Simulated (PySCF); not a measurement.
BiH2F, SMILES [F][BiH2].

Coordinates come from a B3LYP-D3(BJ)/def2-TZVP optimisation. The def2 effective core potentials stand for the cores of Bi; spin–orbit coupling is left out.

Calculation: PBE0/def2-TZVPD in PySCF.

Isolated molecule, no solvent.

```json
{
  "total_energy": "-315.62603 hartree",
  "point_group": "Cs",
  "highest_occupied_level": "-8.11 eV",
  "lowest_empty_level": "-1.83 eV",
  "orbital_gap": "6.28 eV",
  "dipole_moment": "3.48 D",
  "quadrupole, principal values (traceless, Buckingham form, about the centre of nuclear charge)": "-4.12, 1.24, 2.88 D·Å",
  "mean_static_polarisability": "47.6 bohr³ (7.06 Å³)",
  "polarisability_principal_values": "43.9, 49.1, 50.0 bohr³"
}
```
